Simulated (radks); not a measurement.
Q: The mean radii <r> (bohr) of the occupied orbitals of an atom or ion are listed with their occupations. Calculated with a radial shooting solver on a logarithmic mesh with Libxc functionals: Dirac Kohn-Sham, LDA (Slater exchange, Perdew-Wang correlation), spin-unpolarised, spherical densities, finite nucleus; Fermi nuclear charge, rms radius of each element as measured or else 0.836 A^(1/3) + 0.57 fm.

orbital  occ.      <r>
1s1/2       2  0.06658
2s1/2       2   0.3089
2p1/2       2   0.2726
2p3/2       4   0.2754
3s1/2       2   0.9135
3p1/2       2   0.9498
3p3/2       4   0.9566
4s1/2       2    2.325

Name the element and its charge. Open shells, if any, are shared by 2j + 1.

A: Z = 23, vanadium, charge +3: V3+ in [Ar] 4s2. The 1s radius gives Z: for a bare nucleus <r> = (2 gamma + 1)/(2Z) with gamma = sqrt(1 - (Z/c)^2), 0.0646 bohr for Z = 23, and screening makes it slightly larger (0.06658 here). The occupations add up to 20, and the charge is Z minus that.
